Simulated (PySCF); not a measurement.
**Electron correlation in Pb⁺ (lead, charge +1)**

[Xe] 4f14 5d10 6s1 6p2, high-spin 4P determinant (an excited configuration). Computed with PySCF 2.14 in x2c-TZVPPall, with scalar relativity by spin-free X2C-1e. Frozen: [Xe] 4f14 5d10; 3 electrons correlated.

```tsv
level	correlation energy (mhartree)
CCSD	-8.57
(T)	-0.04
CCSD(T)	-8.61
```

Diagnostics: T1 = 0.0024, D1 = 0.0037, largest double amplitude 0.049.

**Question.** Is a single reference adequate?

**Answer.** Yes, within this model without spin-orbit coupling: T1 lies below 0.03 and no double amplitude reaches 0.07.

Spin-orbit coupling is strong in this species, so the high-spin LS determinant is a model state.
